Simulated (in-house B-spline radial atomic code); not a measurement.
**Ionising Tl4+ with different functionals**

Computed with a radial B-spline atomic code at the basis-set limit: four-component Dirac-Coulomb Hamiltonian, Fermi nucleus of rms radius 5.4759 fm, spin-restricted, spherical fractional occupations for the functionals, and exact exchange of hybrids averaged over the configuration. The ionisation energy is the difference of two self-consistent energies, [Xe] 4f14 5d9 → [Xe] 4f14 5d8, without Breit or QED terms; ε is the level of the shell that loses the electron (mean over j). The electron is taken from both j subshells in proportion to 2j + 1, so the result is a j average, not the step between ground levels.

```
   method                    rung  ΔSCF (eV)  -ε(5d) (eV)
    B3LYP           global hybrid      67.34        61.23
     PBE0           global hybrid      67.32        61.66
CAM-B3LYP  range-separated hybrid      67.27        63.12
  LC-wPBE  range-separated hybrid      67.20        64.40
```

(1) Among the functionals, which spreads more, the ΔSCF values or the orbital energies?

(2) How do they compare with the NIST value?

Results:

(1) The orbital energies: ΔSCF values span about 0.14 eV and the orbital energies 3.17 eV; here energy differences depend much less on the functional than eigenvalues do.

(2) NIST lists 62.6 eV ± 0.4 (measured, ground level to ground level). Errors run from +4.60 to +4.74 eV. The correlated functionals all miss on the same side by more than they spread, so the cause is common to them (Breit-QED terms, spin polarisation, the choice among j levels, multiplet and fine-structure energies, or a listed next ion that isn't the cheapest removal here) and closeness doesn't rank the functionals.
